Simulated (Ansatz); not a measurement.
Cost and result for the atomization energy of H4InNSi (7 atoms, 6 bonds).

| atom | x (Å) | y (Å) | z (Å) |
| --- | --- | --- | --- |
| N1 | -0.402 | 0.256 | -0.878 |
| Si2 | 0.043 | -0.178 | 0.713 |
| In3 | 1.023 | 0.479 | -2.417 |
| H4 | -1.386 | 0.405 | -1.061 |
| H5 | -0.527 | -1.472 | 1.196 |
| H6 | 1.533 | -0.330 | 0.688 |
| H7 | -0.282 | 0.839 | 1.758 |

The species carries charge 0 and has multiplicity 1. Correlated methods include outer-core shells of In, which these sets cover unevenly. In takes the def2 core potential. The bonds changed during the relaxation, so this is another structure than the one it started from. All single points use the PBE0-D4/def2-TZVP geometry. Program: Ansatz. All runs use 2 threads of an Arm Neoverse V1 on a shared host. Times are those of one run each, without the atoms' runs, and a repeat can differ threefold. Electronic energies, without spin–orbit coupling; frozen cores. CCSD(T)/CBS adds CCSD(T) − MP2 in def2-TZVPP to the MP2 limit, and its time is that of the two runs behind it. T1 = 0.016. With those shells the extrapolation isn't a true limit. B3LYP takes the VWN-RPA correlation (the form of Gaussian; ORCA's B3LYP/G).

CCSD(T)/CBS is a level of theory with its own doubt, some kJ/mol a heavy atom from the limit and from the frozen cores, so smaller differences don't rank the functionals.

```csv
level,functions,wall time,atomization (kcal/mol),difference from CCSD(T)/CBS,per bond
CCSD(T)/def2-SVP,78,2.6 s,446.1,-44.4,-7.4
PBE-D4/def2-TZVPP (with forces),179,2.8 s,487.7,-2.8,-0.5
PBE0-D4/def2-TZVPP,179,3 s,479.9,-10.6,-1.8
CAM-B3LYP-D4/def2-TZVPP,179,3.5 s,490.0,-0.5,-0.1
B3LYP-D4/def2-TZVPP (with forces),179,4.7 s,489.0,-1.5,-0.3
B2PLYP/def2-TZVPP,179,6 s,481.4,-9.1,-1.5
PBE-QIDH/def2-TZVPP,179,6 s,477.5,-13.0,-2.2
ωB97X-V/def2-TZVPP,179,9.5 s,490.9,0.4,0.1
B97M-V/def2-TZVPP,179,11 s,488.9,-1.6,-0.3
ωB97M-V/def2-TZVPP (with forces),179,13 s,487.8,-2.7,-0.4
MP2/def2-QZVPP,329,16 s,485.5,-5.0,-0.8
CCSD(T)/def2-TZVPP,179,56 s,473.5,-17.0,-2.8
CCSD(T)/CBS(def2),–,71 s,490.5,0.0,0.0
```

Leaving LDA and LC-ωPBE aside and taking each functional with its dispersion term where it has one, the values, not all of them listed here, spread over 14.9 kcal/mol, from r2SCAN0-D4 to ωB97X-V. LDA lies +63.0 kcal/mol from PBE without D4, its usual overbinding. From r2SCAN to r2SCAN0 (25 % exact exchange), in def2-TZVPP and without D4, the atomization energy moves by −7.8 kcal/mol: exact exchange takes away binding that semilocal exchange gives to molecules. The D4 term adds +6.6 kcal/mol with B3LYP and +3.4 kcal/mol with PBE0; it sums over pairs of atoms, weighted by their polarisabilities, and B3LYP, whose exchange is more repulsive, gets the larger term.

Spin–orbit coupling would lower the free In atoms strongly, and the atomization energy with them, by more than many differences here.
